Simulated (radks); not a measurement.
Values are calculated unless marked as measured or tabulated.
Species: the praseodymium ion Pr33+. Configuration: [Ar] 3d8 (the NIST ground configuration). Level of theory: scalar-relativistic Kohn-Sham, SCAN, spin-polarised, spherical densities, finite nucleus; open shells are filled with parallel spins first (spin-orbit coupling, left out, can overturn this in heavy ions); meta-GGA in the generalised Kohn-Sham scheme; Fermi nuclear charge, rms radius 4.8919 fm (a radial shooting solver on a logarithmic mesh with Libxc functionals).

Unscreened Slater integrals over Kohn-Sham orbitals (hartree). They are taken over the spin-up orbitals.

\begin{tabular}{lr}
integral & value \\ \hline
F0(3d,3d) & 3.8646 \\
F2(3d,3d) & 1.9744 \\
F4(3d,3d) & 1.2714 \\
F0(3d,3p) & 3.6121 \\
F2(3d,3p) & 1.7444 \\
G1(3d,3p) & 1.9108 \\
G3(3d,3p) & 1.2619 \\
F0(3d,3s) & 3.5783 \\
G2(3d,3s) & 1.4553 \\
F0(3p,3p) & 3.4624 \\
F2(3p,3p) & 1.7440 \\
F0(3p,3s) & 3.4305 \\
G1(3p,3s) & 2.2421 \\
F0(3s,3s) & 3.4067 \\
\end{tabular}

Derived for the open shells (J is the average intra-shell exchange parameter used in DFT+U). 3d: Racah B = F2/49 - 5 F4/441 = 0.02588 hartree, C = 35 F4/441 = 0.1009 hartree, C/B = 3.90, F4/F2 = 0.644, J = (F2 + F4)/14 = 0.2318 hartree.
